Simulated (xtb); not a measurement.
Input for xtb: GFN1-xTB on CH4S (SMILES CS), a point of a torsion scan.

```
$ xtb mol.xyz --gfn 1 --sp --chrg 0 --uhf 0
6

C     -0.51662675     0.02206259     0.02181690
S      1.16196229     0.73256685    -0.13856282
H     -0.61873374    -0.45389006     0.98845284
H     -1.23878119     0.82653226    -0.08029632
H     -0.65683061    -0.70466406    -0.77273758
H      1.61371398     0.36413442     1.05579825
```

It printed:

```
[...]
           -------------------------------------------------
          |                Calculation Setup                |
           -------------------------------------------------



           -------------------------------------------------
          |                 G F N 1 - x T B                 |
           -------------------------------------------------

        Reference                      10.1021/acs.jctc.7b00118
      * Hamiltonian:
        H0-scaling (s, p, d)           1.850000    2.250000    2.000000
        zeta-weighting                 0.000000
      * Dispersion:
        s8                             2.400000
        a1                             0.630000
        a2                             5.000000
        s9                             0.000000
      * Repulsion:
        kExp                           1.500000
        rExp                           1.000000
      * Coulomb:
        alpha                          2.000000
        third order                    atomic
        anisotropic                    false
      * Halogen bond correction:
        rad-scale                      1.300000
        damping                        0.440000


          ...................................................
          :                      SETUP                      :
          :.................................................:
          :  # basis functions                  22          :
          :  # atomic orbitals                  21          :
          :  # shells                           13          :
          :  # electrons                        14          :
          :  # halogen bonds                     0          :
          :  max. iterations                   250          :
          :  Hamiltonian                  GFN1-xTB          :
          :  restarted?                      false          :
          :  GBSA solvation                  false          :
          :  PC potential                    false          :
          :  electronic temp.          300.0000000     K    :
          :  accuracy                    1.0000000          :
          :  -> integral cutoff          0.2500000E+02      :
          :  -> integral neglect         0.1000000E-07      :
          :  -> SCF convergence          0.1000000E-05 Eh   :
          :  -> wf. convergence          0.2000000E-04 e    :
          :  Broyden damping             0.4000000          :
          :  net charge                          0          :
          :  unpaired electrons                  0          :
          ...................................................

 iter      E             dE          RMSdq      gap      omega  full diag
   1     -8.0202665 -0.802027E+01  0.584E+00    5.61       0.0  T
   2     -8.0239827 -0.371620E-02  0.354E+00    5.67       1.0  T
   3     -8.0242191 -0.236428E-03  0.448E-01    5.70       1.0  T
   4     -8.0244934 -0.274274E-03  0.132E-01    5.73       1.0  T
   5     -8.0245454 -0.520228E-04  0.211E-02    5.71       1.9  T
   6     -8.0245472 -0.180597E-05  0.149E-02    5.71       2.7  T
   7     -8.0245477 -0.523366E-06  0.254E-04    5.71     160.5  T
   8     -8.0245477 -0.155350E-09  0.148E-04    5.71     276.7  T
   9     -8.0245477 -0.450378E-10  0.109E-05    5.71    3746.1  T

   *** convergence criteria satisfied after 9 iterations ***

         #    Occupation            Energy/Eh            Energy/eV
      -------------------------------------------------------------
         1        2.0000           -0.8481554             -23.0795
         2        2.0000           -0.6299596             -17.1421
         3        2.0000           -0.5443775             -14.8133
         4        2.0000           -0.5288988             -14.3921
         5        2.0000           -0.5011262             -13.6363
         6        2.0000           -0.4762393             -12.9591
         7        2.0000           -0.3922484             -10.6736 (HOMO)
         8                         -0.1824929              -4.9659 (LUMO)
         9                         -0.1308630              -3.5610
        10                         -0.1064777              -2.8974
        11                         -0.0747916              -2.0352
        12                         -0.0649455              -1.7673
       ...                                ...                  ...
        21                          0.5038906              13.7116
      -------------------------------------------------------------
                  HL-Gap            0.2097555 Eh            5.7077 eV
             Fermi-level           -0.2873706 Eh           -7.8198 eV

 SCC (total)                   0 d,  0 h,  0 min,  0.007 sec
 SCC setup                      ...        0 min,  0.000 sec (  3.331%)
 Dispersion                     ...        0 min,  0.000 sec (  0.912%)
 classical contributions        ...        0 min,  0.000 sec (  1.142%)
 integral evaluation            ...        0 min,  0.002 sec ( 24.153%)
 iterations                     ...        0 min,  0.002 sec ( 32.642%)
 molecular gradient             ...        0 min,  0.002 sec ( 34.574%)
 printout                       ...        0 min,  0.000 sec (  2.975%)

         :::::::::::::::::::::::::::::::::::::::::::::::::::::
         ::                     SUMMARY                     ::
         :::::::::::::::::::::::::::::::::::::::::::::::::::::
         :: total energy              -7.956996359009 Eh    ::
         :: gradient norm              0.011062517625 Eh/a0 ::
         :: HOMO-LUMO gap              5.707738812490 eV    ::
         ::.................................................::
         :: SCC energy                -8.024547708338 Eh    ::
         :: -> electrostatic           0.004864972759 Eh    ::
         :: repulsion energy           0.068712877941 Eh    ::
         :: dispersion energy         -0.001161528611 Eh    ::
         :: halogen bond corr.         0.000000000000 Eh    ::
         :: add. restraining           0.000000000000 Eh    ::
         :: total charge              -0.000000000000 e     ::
         :::::::::::::::::::::::::::::::::::::::::::::::::::::

           -------------------------------------------------
          |                Property Printout                |
           -------------------------------------------------

    * Orbital Energies and Occupations

         #    Occupation            Energy/Eh            Energy/eV
      -------------------------------------------------------------
         1        2.0000           -0.8481554             -23.0795
         2        2.0000           -0.6299596             -17.1421
         3        2.0000           -0.5443775             -14.8133
         4        2.0000           -0.5288988             -14.3921
         5        2.0000           -0.5011262             -13.6363
         6        2.0000           -0.4762393             -12.9591
         7        2.0000           -0.3922484             -10.6736 (HOMO)
         8                         -0.1824929              -4.9659 (LUMO)
         9                         -0.1308630              -3.5610
        10                         -0.1064777              -2.8974
        11                         -0.0747916              -2.0352
        12                         -0.0649455              -1.7673
        13                         -0.0525094              -1.4289
        14                         -0.0169335              -0.4608
        15                         -0.0082423              -0.2243
        16                         -0.0080925              -0.2202
        17                          0.1428621               3.8875
        18                          0.2935611               7.9882
       ...                                ...                  ...
Note: The following floating-point exceptions are signalling: IEEE_DENORMAL
normal termination of xtb
        21                          0.5038906              13.7116
      -------------------------------------------------------------
                  HL-Gap            0.2097555 Eh            5.7077 eV
             Fermi-level           -0.2873706 Eh           -7.8198 eV

  Mulliken/CM5 charges         n(s)   n(p)   n(d)
     1C    -0.02081 -0.15716   1.007  3.014  0.000
     2S    -0.19008 -0.28184   1.917  4.280 -0.007
     3H     0.02904  0.08227   0.971  0.000  0.000
     4H     0.02926  0.08223   0.971  0.000  0.000
     5H     0.02926  0.08223   0.971  0.000  0.000
     6H     0.12332  0.19227   0.877  0.000  0.000

Wiberg/Mayer (AO) data.
largest (>0.10) Wiberg bond orders for each atom

 ---------------------------------------------------------------------------
     #   Z sym  total        # sym  WBO       # sym  WBO       # sym  WBO
 ---------------------------------------------------------------------------
     1   6 C    3.988 --     2 S    0.999     3 H    0.996     4 H    0.994
                             5 H    0.994
     2  16 S    2.007 --     1 C    0.999     6 H    0.981
     3   1 H    1.005 --     1 C    0.996
     4   1 H    1.015 --     1 C    0.994
     5   1 H    1.015 --     1 C    0.994
     6   1 H    0.993 --     2 S    0.981
 ---------------------------------------------------------------------------

Topologies differ in total number of bonds
Writing topology from bond orders to xtbtopo.mol

 dipole moment from electron density (au)
     X       Y       Z
  -0.2510  -0.2969   0.4457  total (Debye):    1.503


           -------------------------------------------------
          | TOTAL ENERGY               -7.956996359009 Eh   |
          | GRADIENT NORM               0.011062517625 Eh/α |
          | HOMO-LUMO GAP               5.707738812490 eV   |
           -------------------------------------------------

------------------------------------------------------------------------
------------------------------------------------------------------------
 total:
 SCF:
```

The run finished.

Cost: very roughly 0.05 core-seconds.
